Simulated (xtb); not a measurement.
AuCl4, charge -1, singlet, from a rough starting geometry (GFN-xTB shapes and energies of metal compounds can be far from the true ones); GFN2-xTB (xtb).

The xtb input:
```
$ xtb mol.xyz --gfn 2 --chrg -1 --opt vtight --json

# file mol.xyz
5

Au    -0.05323604     0.02712266    -0.01773346
Cl     2.11823959    -0.88093624    -0.01698028
Cl     0.85395775     2.08759311     0.00951793
Cl    -2.09859267     0.83456686    -0.01897691
Cl    -0.84140558    -2.08511642     0.00519887
```

Write the output that xtb gives for this input, abridged.


```
   ID    Z sym.   atoms
    1   79 Au     1
    2   17 Cl     2-5

           -------------------------------------------------
          |                Calculation Setup                |
           -------------------------------------------------

           -------------------------------------------------
          |                 G F N 2 - x T B                 |
           -------------------------------------------------

          ...................................................
          :                      SETUP                      :
          :.................................................:
          :  # basis functions                  50          :
          :  # atomic orbitals                  45          :
          :  # shells                           15          :
          :  # electrons                        40          :
          :  max. iterations                   250          :
          :  Hamiltonian                  GFN2-xTB          :
          :  restarted?                      false          :
          :  GBSA solvation                  false          :
          :  PC potential                    false          :
          :  electronic temp.          300.0000000     K    :
          :  accuracy                    1.0000000          :
          :  -> integral cutoff          0.2500000E+02      :
          :  -> integral neglect         0.1000000E-07      :
          :  -> SCF convergence          0.1000000E-05 Eh   :
          :  -> wf. convergence          0.1000000E-03 e    :
          :  Broyden damping             0.4000000          :
          :  net charge                         -1          :
          :  unpaired electrons                  0          :
          ...................................................

 iter      E             dE          RMSdq      gap      omega  full diag
   1    -22.2685639 -0.222686E+02  0.753E+00    2.13       0.0  T
   2    -22.4218674 -0.153303E+00  0.647E+00    1.69       1.0  T
   3    -22.4280973 -0.622990E-02  0.450E+00    1.82       1.0  T
   4    -22.4304720 -0.237472E-02  0.797E-01    1.89       1.0  T
   5    -22.4306579 -0.185931E-03  0.464E-01    1.89       1.0  T
   6    -22.4307562 -0.983301E-04  0.147E-01    1.89       1.0  T
   7    -22.4307753 -0.190885E-04  0.701E-02    1.90       1.0  T
   8    -22.4307809 -0.560401E-05  0.246E-02    1.90       1.8  T
   9    -22.4307821 -0.115217E-05  0.152E-02    1.90       2.9  T
  10    -22.4307828 -0.696825E-06  0.108E-02    1.90       4.1  T
  11    -22.4307829 -0.101374E-06  0.765E-04    1.90      58.4  T
  12    -22.4307829 -0.465107E-09  0.370E-04    1.90     120.9  T

   *** convergence criteria satisfied after 12 iterations ***

         :::::::::::::::::::::::::::::::::::::::::::::::::::::
         ::                     SUMMARY                     ::
         :::::::::::::::::::::::::::::::::::::::::::::::::::::
         :: total energy             -22.424725177794 Eh    ::
         :: gradient norm              0.033347329389 Eh/a0 ::
         :: HOMO-LUMO gap              1.896938383416 eV    ::
         ::.................................................::
         :: SCC energy               -22.430779313452 Eh    ::
         :: -> isotropic ES            0.140369510617 Eh    ::
         :: -> anisotropic ES         -0.007949264590 Eh    ::
         :: -> anisotropic XC         -0.011802441160 Eh    ::
         :: -> dispersion             -0.007314316995 Eh    ::
         :: repulsion energy           0.006054135658 Eh    ::
         :: add. restraining           0.000000000000 Eh    ::
         :: total charge              -1.000000000000 e     ::
         :::::::::::::::::::::::::::::::::::::::::::::::::::::

      -----------------------------------------------------------
     |                   =====================                   |
     |                        A N C O P T                        |
[...]
 * total energy  :   -22.4247252 Eh     change       -0.1265406E-09 Eh
 * total energy  :   -22.4260007 Eh     change       -0.1275556E-02 Eh
 * total energy  :   -22.4268114 Eh     change       -0.8106912E-03 Eh
 * total energy  :   -22.4268009 Eh     change        0.1048834E-04 Eh
 * total energy  :   -22.4268426 Eh     change       -0.4165359E-04 Eh
 * total energy  :   -22.4268374 Eh     change        0.5236609E-05 Eh
 * total energy  :   -22.4268486 Eh     change       -0.1122943E-04 Eh
 * total energy  :   -22.4268478 Eh     change        0.7608837E-06 Eh
 * total energy  :   -22.4268498 Eh     change       -0.1948740E-05 Eh
 * total energy  :   -22.4268497 Eh     change        0.9694827E-07 Eh
 * total energy  :   -22.4268499 Eh     change       -0.1819373E-06 Eh
 * total energy  :   -22.4268499 Eh     change       -0.2651319E-07 Eh
   *** GEOMETRY OPTIMIZATION CONVERGED AFTER 12 ITERATIONS ***
         :: total energy             -22.426849882513 Eh    ::
[...]
        11        2.0000           -0.3266463              -8.8885
        12        2.0000           -0.3266447              -8.8885
        13        2.0000           -0.3171802              -8.6309
        14        2.0000           -0.3070371              -8.3549
        15        2.0000           -0.3026924              -8.2367
        16        2.0000           -0.3023894              -8.2284
        17        2.0000           -0.3023878              -8.2284
        18        2.0000           -0.3014696              -8.2034
        19        2.0000           -0.3014669              -8.2033
        20        2.0000           -0.2972005              -8.0872 (HOMO)
        21                         -0.2261796              -6.1547 (LUMO)
        22                          0.0745997               2.0300
        23                          0.0981622               2.6711
        24                          0.1524753               4.1491
        25                          0.1524754               4.1491
        26                          0.1530237               4.1640
        27                          0.1543985               4.2014
        28                          0.1543988               4.2014
        29                          0.1544808               4.2036
        30                          0.1545188               4.2047
        31                          0.1545189               4.2047
       ...                                ...                  ...
        45                          0.9158218              24.9208
      -------------------------------------------------------------
                  HL-Gap            0.0710209 Eh            1.9326 eV
             Fermi-level           -0.2616901 Eh           -7.1209 eV

     #   Z          covCN         q      C6AA      α(0)
     1  79 Au       3.504     0.482   256.511    30.680
     2  17 Cl       0.898    -0.370   111.138    16.128
     3  17 Cl       0.898    -0.371   111.138    16.128
     4  17 Cl       0.898    -0.370   111.137    16.128
     5  17 Cl       0.898    -0.371   111.138    16.128

 Mol. C6AA /au·bohr⁶  :       3368.702816
 Mol. C8AA /au·bohr⁸  :     184422.225726
 Mol. α(0) /au        :         95.192583

Wiberg/Mayer (AO) data.
largest (>0.10) Wiberg bond orders for each atom

 ---------------------------------------------------------------------------
     #   Z sym  total        # sym  WBO       # sym  WBO       # sym  WBO
 ---------------------------------------------------------------------------
     1  79 Au   2.726 --     3 Cl   0.682     5 Cl   0.682     2 Cl   0.682
                             4 Cl   0.682
     2  17 Cl   0.938 --     1 Au   0.682     4 Cl   0.182
     3  17 Cl   0.938 --     1 Au   0.682     5 Cl   0.181
     4  17 Cl   0.938 --     1 Au   0.682     2 Cl   0.182
     5  17 Cl   0.938 --     1 Au   0.682     3 Cl   0.181
 ---------------------------------------------------------------------------

Topologies differ in total number of bonds
Writing topology from bond orders to xtbtopo.mol

molecular dipole:
                 x           y           z       tot (Debye)
 q only:        0.008       0.006      -0.002
   full:        0.008       0.006       0.000       0.026
molecular quadrupole (traceless):
                xx          xy          yy          xz          yz          zz
 q only:       -6.815      -0.000      -6.814      -0.018       0.030      13.629
  q+dip:       -9.747      -0.001      -9.747      -0.026       0.042      19.494
   full:       -9.661      -0.001      -9.661      -0.026       0.042      19.322

optimized geometry written to: xtbopt.xyz

           -------------------------------------------------
          | TOTAL ENERGY              -22.426849882513 Eh   |
          | GRADIENT NORM               0.000932818310 Eh/α |
          | HOMO-LUMO GAP               1.932576283048 eV   |
           -------------------------------------------------

normal termination of xtb
```
